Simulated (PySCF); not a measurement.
# Highest orbital energy against ionisation energy along the second row

Calculated with PySCF 2.14, no spin-orbit coupling. Each cell gives −ε(HOMO) / ΔSCF in eV; NIST values include spin-orbit coupling, (s) semi-empirical, (t) theoretical.

| species | UHF | LDA | PBE | PBE0 | r2SCAN | NIST (lowest levels) |
| --- | --- | --- | --- | --- | --- | --- |
| Be⁺ (aug-cc-pCVTZ-DK with one added diffuse shell each of s, p, d, f type, spin-free X2C) | 18.132 / 18.129 | 14.300 / 18.254 | 14.464 / 18.494 | 15.477 / 18.455 | 14.602 / 18.188 | 18.211 |
| B⁺ (aug-cc-pCVTZ-DK with one added diffuse shell each of s, p, d, f type, spin-free X2C) | 23.783 / 23.449 | 19.411 / 24.560 | 19.512 / 24.615 | 20.799 / 24.571 | 19.729 / 24.267 | 25.155 |
| C⁺ (aug-cc-pCVTZ-DK with one added diffuse shell each of s, p, d, f type, spin-free X2C) | 24.855 / 24.149 | 17.792 / 24.755 | 17.944 / 24.839 | 19.782 / 24.820 | 18.625 / 24.988 | 24.383 |
| N⁺ (aug-cc-pCVTZ-DK with one added diffuse shell each of s, p, d, f type, spin-free X2C) | 30.357 / 29.185 | 21.992 / 30.039 | 22.015 / 29.888 | 24.232 / 29.897 | 22.782 / 30.122 | 29.601 (s) |
| O⁺ (aug-cc-pCVTZ-DK with one added diffuse shell each of s, p, d, f type, spin-free X2C) | 36.182 / 34.550 | 26.427 / 35.562 | 26.362 / 35.264 | 28.966 / 35.295 | 27.276 / 35.460 | 35.121 |
| F⁺ (aug-cc-pCVTZ-DK with one added diffuse shell each of s, p, d, f type, spin-free X2C) | 35.631 / 33.368 | 26.172 / 35.251 | 26.452 / 35.415 | 29.027 / 35.241 | 27.039 / 35.102 | 34.971 |
| Ne⁺ (aug-cc-pCVTZ-DK with one added diffuse shell each of s, p, d, f type, spin-free X2C) | 42.077 / 39.239 | 31.242 / 41.416 | 31.245 / 41.132 | 34.219 / 40.990 | 32.025 / 41.119 | 40.963 |

Q: How far is −ε(HOMO) from ΔSCF on average for each method, and why?

A: UHF 1.28 eV; LDA -7.50 eV; PBE -7.38 eV; PBE0 -5.25 eV; r2SCAN -6.74 eV. Hartree-Fock orbital energies lack relaxation and so exceed the ΔSCF value; semilocal functionals have convex E(N) from self-interaction, so their HOMO lies far too high; exact exchange moves hybrids part of the way back.
